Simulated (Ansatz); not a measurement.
Zr2(Cl)8 (Zr2Cl8). Total charge 0; singlet. Geometry r2SCAN-D4/def2-SVP, basis def2-TZVP, Ansatz.

```xyz
10

Zr   -1.174    0.121   -1.261
Cl   -3.481    0.236   -1.079
Cl   -0.564    2.187   -2.171
Cl   -0.837   -1.295   -3.077
Cl   -0.677   -1.748    0.436
Zr    1.211   -0.191    1.457
Cl    1.946   -0.067   -0.797
Cl    1.775   -2.027    2.792
Cl    2.510    1.434    2.510
Cl   -0.709    1.349    1.191
```

```json
{"run": "A", "HOMO (eV)": "-9.08", "LUMO (eV)": "-3.86"}
{"run": "B", "HOMO (eV)": "-9.37", "LUMO (eV)": "-3.71"}
{"run": "C", "HOMO (eV)": "-10.57", "LUMO (eV)": "-2.86"}
{"run": "D", "HOMO (eV)": "-8.39", "LUMO (eV)": "-4.32"}
{"run": "E", "HOMO (eV)": "-7.81", "LUMO (eV)": "-4.19"}
{"run": "F", "HOMO (eV)": "-8.00", "LUMO (eV)": "-4.35"}
```

In the def2 sets Zr takes a core potential; there is no spin–orbit coupling. B3LYP takes the VWN-RPA correlation.

**Question.** The runs used B3LYP, BHLYP, BLYP, PBE, PBE0, r2SCAN. Estimate which is which.

**Answer.** A B3LYP (20 % exact exchange); B PBE0 (25 % exact exchange); C BHLYP (50 % exact exchange); D r2SCAN (0 % exact exchange); E BLYP (0 % exact exchange); F PBE (0 % exact exchange). Exact exchange lowers occupied and raises empty levels; among semilocal functionals meta-GGAs tend to open the gap a little, and such runs are hard to tell apart. The gap grows from 3.62 eV (BLYP) to 7.72 eV (BHLYP).
